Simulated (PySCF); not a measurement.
A structure optimised at B3LYP-D3(BJ)/def2-SVP, used in a PySCF frequency run:

```
C
H 1 1.1025
H 1 1.1025 2 106.23
C 1 1.5296 2 111.53 3 -121.72
H 4 1.1025 1 111.94 2 -60.59
H 4 1.1025 5 107.06 1 123.03
H 4 1.1043 5 106.96 6 114.37
In 1 2.1901 2 107.03 3 114.09
O 8 2.0255 1 112.60 2 123.23
H 9 0.9669 8 112.83 1 0.00
H 8 1.7257 9 110.06 10 180.00
```
Charge 0, spin multiplicity 1.

Q: Write its SMILES, formula and point group.

A: C[CH2][InH][OH], C₂H₇InO, Cs

Q: What are its rotational constants (standard atomic weights)?

A: 6.2232, 2.7025, 1.9296 GHz
